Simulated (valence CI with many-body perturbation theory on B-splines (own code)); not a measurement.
Os LXI: electric-dipole lines

Level of theory: relativistic CI+MBPT: six valence electrons over a frozen Dirac-Fock core [Ne], radial functions for each j: 9 s, 9 p, 8 d, 6 f, 3 g, 1 h, with the one-electron correlation potential Σ1, the two-electron term Σ2, the three-electron term Σ3, Breit, model QED; selected CI, second order for the rest, scaled by the run's own slope (own B-spline code, finite nucleus).

No measured spectrum was set against this ion. As an estimate, large intervals hold to a few tenths of a per cent, small ones and those within an open d or f shell to about a per cent. Among the levels kept, up to 960 cm⁻¹ of a level comes from second order outside the variational space, and about a tenth of that is noise between levels of different J, which matters for small intervals.

Lines 51 to 100 of 121 in falling wavelength, among levels below 56.209 Ry, chosen from the strongest by gf and those to the six lowest levels. Wavelengths and rates use the calculated energies. Electric multipoles are in the length gauge with retardation, E1 and E2 with the static RPA response of the core. Weak lines are less certain than strong ones. Lines between different terms over intervals too small for the method are left out, as are lines whose strength nearly cancels. The highest levels of a list are the least certain.

Levels are named by their leading jj configuration (3d3/2^4 stands for four electrons in 3d with j = 3/2), which in mixed levels can hold well under half, so a name can repeat and another be missing. Letters in brackets count levels of one name in rising energy.

| λ vac (nm) | Upper | Lower | A (s⁻¹) | S (a.u.) with core polarisation | S without |
| --- | --- | --- | --- | --- | --- |
| 5.081 | (3s^2 3p1/2^2 3d3/2^2) J=2 | (3s^2 3p1/2^2 3p3/2 3d3/2) J=3 | 8.63e+09 | 2.79e-03 | 2.83e-03 |
| 5.071 | (3s^2 3p1/2^2 3d3/2^2) J=2 | (3s^2 3p1/2^2 3p3/2 3d3/2) J=1 | 1.12e+10 | 3.62e-03 | 3.66e-03 |
| 5.000 | (3s^2 3p1/2^2 3d3/2 3d5/2) J=4 | (3s^2 3p1/2^2 3p3/2 3d5/2) J=3 | 5.37e+09 | 2.98e-03 | 3.02e-03 |
| 4.945 | (3s^2 3p1/2^2 3d3/2 3d5/2) J=3 | (3s^2 3p1/2^2 3p3/2 3d5/2) J=2 | 8.83e+09 | 3.69e-03 | 3.74e-03 |
| 4.922 | (3s^2 3p1/2^2 3p3/2 3d3/2) J=1 | (3s^2 3p1/2^2 3p3/2^2) J=2 | 1.59e+10 | 2.81e-03 | 2.85e-03 |
| 4.912 | (3s^2 3p1/2^2 3p3/2 3d3/2) J=3 | (3s^2 3p1/2^2 3p3/2^2) J=2 | 2.01e+09 | 8.23e-04 | 8.35e-04 |
| 4.893 | (3s^2 3p1/2^2 3d3/2^2) J=2 | (3s^2 3p1/2^2 3p3/2 3d3/2) J=2 | 1.10e+10 | 3.18e-03 | 3.22e-03 |
| 4.889 | (3s^2 3p1/2 3p3/2^2 3d3/2) J=2 [b] | (3s^2 3p1/2 3p3/2^3) J=2 | 3.37e+09 | 9.72e-04 | 9.86e-04 |
| 4.808 | (3s^2 3p1/2^2 3d3/2 3d5/2) J=3 | (3s^2 3p1/2^2 3p3/2 3d5/2) J=4 | 5.56e+09 | 2.14e-03 | 2.16e-03 |
| 4.729 | (3s^2 3p1/2^2 3d3/2 3d5/2) J=2 | (3s^2 3p1/2^2 3p3/2 3d5/2) J=2 | 7.27e+08 | 1.90e-04 | 1.92e-04 |
| 4.707 | (3s^2 3p1/2 3p3/2^2 3d3/2) J=2 [b] | (3s^2 3p1/2 3p3/2^3) J=1 | 2.03e+08 | 5.22e-05 | 5.27e-05 |
| 4.639 | (3s^2 3p1/2^2 3d3/2 3d5/2) J=1 | (3s^2 3p1/2^2 3p3/2 3d5/2) J=2 | 1.33e+10 | 1.96e-03 | 1.99e-03 |
| 4.627 | (3s^2 3p1/2 3p3/2^2 3d3/2) J=3 [b] | (3s^2 3p1/2 3p3/2^3) J=2 | 5.87e+08 | 2.01e-04 | 2.04e-04 |
| 4.596 | (3s^2 3p1/2^2 3d3/2^2) J=0 | (3s^2 3p1/2^2 3p3/2 3d3/2) J=1 | 4.38e+10 | 2.10e-03 | 2.12e-03 |
| 4.516 | (3s^2 3p1/2^2 3d3/2 3d5/2) J=4 | (3s^2 3p1/2^2 3p3/2 3d5/2) J=4 | 2.23e+10 | 9.13e-03 | 9.25e-03 |
| 4.500 | (3s^2 3p1/2 3p3/2^2 3d3/2) J=2 [c] | (3s^2 3p1/2 3p3/2^3) J=2 | 1.98e+09 | 4.44e-04 | 4.52e-04 |
| 4.404 | (3s^2 3p1/2 3p3/2^2 3d3/2) J=1 [b] | (3s^2 3p1/2 3p3/2^3) J=2 | 3.89e+07 | 4.93e-06 | 4.77e-06 |
| 4.345 | (3s^2 3p1/2 3p3/2^2 3d3/2) J=2 [c] | (3s^2 3p1/2 3p3/2^3) J=1 | 9.15e+07 | 1.85e-05 | 1.90e-05 |
| 4.256 | (3s^2 3p1/2 3p3/2^2 3d3/2) J=1 [b] | (3s^2 3p1/2 3p3/2^3) J=1 | 3.22e+09 | 3.68e-04 | 3.74e-04 |
| 4.207 | (3s^2 3p1/2 3p3/2^2 3d3/2) J=1 [c] | (3s^2 3p1/2 3p3/2^3) J=2 | 1.95e+09 | 2.15e-04 | 2.19e-04 |
| 4.071 | (3s^2 3p1/2 3p3/2^2 3d3/2) J=1 [c] | (3s^2 3p1/2 3p3/2^3) J=1 | 5.70e+07 | 5.70e-06 | 5.86e-06 |
| 3.949 | (3s^2 3p1/2 3p3/2^2 3d5/2) J=3 [a] | (3s^2 3p1/2 3p3/2^3) J=2 | 1.04e+09 | 2.22e-04 | 2.25e-04 |
| 3.749 | (3s^2 3p1/2 3p3/2^2 3d5/2) J=1 | (3s^2 3p1/2 3p3/2^3) J=2 | 6.57e+10 | 5.12e-03 | 5.19e-03 |
| 3.667 | (3s^2 3p1/2^2 3d5/2^2) J=2 | (3s^2 3p1/2^2 3p3/2 3d5/2) J=1 | 1.52e+11 | 1.85e-02 | 1.87e-02 |
| 3.644 | (3s^2 3p1/2^2 3d5/2^2) J=4 | (3s^2 3p1/2^2 3p3/2 3d5/2) J=3 | 4.08e+11 | 8.76e-02 | 8.86e-02 |
| 3.641 | (3s^2 3p1/2 3p3/2^2 3d5/2) J=1 | (3s^2 3p1/2 3p3/2^3) J=1 | 4.34e+10 | 3.10e-03 | 3.14e-03 |
| 3.616 | (3s^2 3p1/2 3p3/2^2 3d5/2) J=0 | (3s^2 3p1/2 3p3/2^3) J=1 | 1.05e+11 | 2.46e-03 | 2.49e-03 |
| 3.608 | (3s^2 3p1/2^2 3d3/2 3d5/2) J=3 | (3s^2 3p1/2^2 3p3/2 3d3/2) J=3 | 4.08e+10 | 6.62e-03 | 6.69e-03 |
| 3.590 | (3s^2 3p1/2^2 3p3/2 3d5/2) J=2 | (3s^2 3p1/2^2 3p3/2^2) J=2 | 1.70e+11 | 1.95e-02 | 1.97e-02 |
| 3.547 | (3s^2 3p1/2 3p3/2^2 3d5/2) J=2 | (3s^2 3p1/2 3p3/2^3) J=2 | 5.62e+09 | 6.19e-04 | 6.27e-04 |
| 3.543 | (3s^2 3p1/2^2 3d5/2^2) J=2 | (3s^2 3p1/2^2 3p3/2 3d5/2) J=3 | 8.25e+10 | 9.06e-03 | 9.16e-03 |
| 3.512 | (3s^2 3p1/2^2 3d3/2 3d5/2) J=3 | (3s^2 3p1/2^2 3p3/2 3d3/2) J=2 | 2.33e+11 | 3.49e-02 | 3.53e-02 |
| 3.491 | (3s^2 3p1/2^2 3d3/2 3d5/2) J=2 | (3s^2 3p1/2^2 3p3/2 3d3/2) J=3 | 1.76e+10 | 1.84e-03 | 1.87e-03 |
| 3.486 | (3s^2 3p1/2^2 3d3/2 3d5/2) J=2 | (3s^2 3p1/2^2 3p3/2 3d3/2) J=1 | 1.82e+11 | 1.90e-02 | 1.93e-02 |
| 3.482 | (3s^2 3p1/2^2 3p3/2 3d5/2) J=1 | (3s^2 3p1/2^2 3p3/2^2) J=0 | 3.15e+11 | 1.97e-02 | 1.99e-02 |
| 3.476 | (3s^2 3p1/2 3p3/2^2 3d5/2) J=3 [b] | (3s^2 3p1/2 3p3/2^3) J=2 | 1.86e+09 | 2.70e-04 | 2.73e-04 |
| 3.450 | (3s^2 3p1/2 3p3/2^2 3d5/2) J=2 | (3s^2 3p1/2 3p3/2^3) J=1 | 1.97e+10 | 2.00e-03 | 2.02e-03 |
| 3.441 | (3s^2 3p1/2^2 3d3/2 3d5/2) J=4 | (3s^2 3p1/2^2 3p3/2 3d3/2) J=3 | 3.43e+11 | 6.21e-02 | 6.28e-02 |
| 3.440 | (3s^2 3p1/2^2 3d3/2 3d5/2) J=1 | (3s^2 3p1/2^2 3p3/2 3d3/2) J=0 | 1.62e+11 | 9.74e-03 | 9.86e-03 |
| 3.437 | (3s^2 3p1/2^2 3d3/2 3d5/2) J=1 | (3s^2 3p1/2^2 3p3/2 3d3/2) J=1 | 1.53e+11 | 9.20e-03 | 9.31e-03 |
| 3.401 | (3s^2 3p1/2^2 3d3/2 3d5/2) J=2 | (3s^2 3p1/2^2 3p3/2 3d3/2) J=2 | 1.19e+11 | 1.15e-02 | 1.17e-02 |
| 3.399 | (3s^2 3p1/2^2 3p3/2 3d5/2) J=3 | (3s^2 3p1/2^2 3p3/2^2) J=2 | 5.85e+11 | 7.94e-02 | 8.03e-02 |
| 3.395 | (3s^2 3p1/2^2 3d5/2^2) J=0 | (3s^2 3p1/2^2 3p3/2 3d5/2) J=1 | 7.27e+11 | 1.40e-02 | 1.42e-02 |
| 3.380 | (3s^2 3p1/2^2 3d5/2^2) J=4 | (3s^2 3p1/2^2 3p3/2 3d5/2) J=4 | 1.48e+11 | 2.54e-02 | 2.57e-02 |
| 3.357 | (3s^2 3p1/2^2 3d5/2^2) J=2 | (3s^2 3p1/2^2 3p3/2 3d5/2) J=2 | 4.23e+11 | 3.95e-02 | 4.00e-02 |
| 3.355 | (3s^2 3p1/2^2 3d3/2 3d5/2) J=1 | (3s^2 3p1/2^2 3p3/2 3d3/2) J=2 | 2.35e+10 | 1.31e-03 | 1.33e-03 |
| 3.293 | (3s^2 3p1/2^2 3p3/2 3d5/2) J=1 | (3s^2 3p1/2^2 3p3/2^2) J=2 | 5.64e+10 | 2.98e-03 | 3.02e-03 |
| 2.739 | (3s^2 3p1/2^2 3d5/2^2) J=4 | (3s^2 3p1/2^2 3p3/2 3d3/2) J=3 | 1.22e+09 | 1.11e-04 | 1.12e-04 |
| 2.682 | (3s^2 3p1/2^2 3d5/2^2) J=2 | (3s^2 3p1/2^2 3p3/2 3d3/2) J=3 | 1.03e+09 | 4.93e-05 | 4.98e-05 |
| 2.679 | (3s^2 3p1/2^2 3d5/2^2) J=2 | (3s^2 3p1/2^2 3p3/2 3d3/2) J=1 | 1.77e+09 | 8.40e-05 | 8.49e-05 |
